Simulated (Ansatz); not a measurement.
`ClBCCl` + `CCNC` → `CCN(C)BCl` + `CCl`  (ligand exchange at a B–C bond)

Computed with Ansatz on PBE0-D4/def2-TZVP structures; ΔE is electronic, products minus reactants. CCSD(T)/CBS is the MP2 limit (def2-TZVPP, def2-QZVPP) plus CCSD(T) − MP2 in def2-TZVPP, frozen cores. This one scheme is used for every species. Functionals use def2-TZVPP. B3LYP here is the variant with VWN-RPA as its local correlation; programs differ in this. One conformer a species, not always the lowest.

| level | ΔE (kJ/mol) |
| --- | --- |
| PBE | -140.9 |
| PBE0 | -142.9 |
| B3LYP | -144.0 |
| MP2/def2-TZVPP | -153.5 |

**Question.** What does CCSD(T)/CBS give? (Estimate.)

**Answer.** Ansatz gave: -149.9 kJ/mol. The listed levels differ from it by 9.0, 7.0, 5.9, -3.6 kJ/mol.

Largest T1 diagnostic among the species: 0.011.

The D4 term adds −6.0 kJ/mol with B3LYP and −3.7 kJ/mol with PBE0; it sums over pairs of atoms, weighted by their polarisabilities, and B3LYP, whose exchange is more repulsive, gets the larger term. In def2-TZVPP, CCSD(T) changes the Hartree–Fock value by −9.3 kJ/mol (the triples alone add −1.6 kJ/mol) and MP2 by −13.1 kJ/mol.
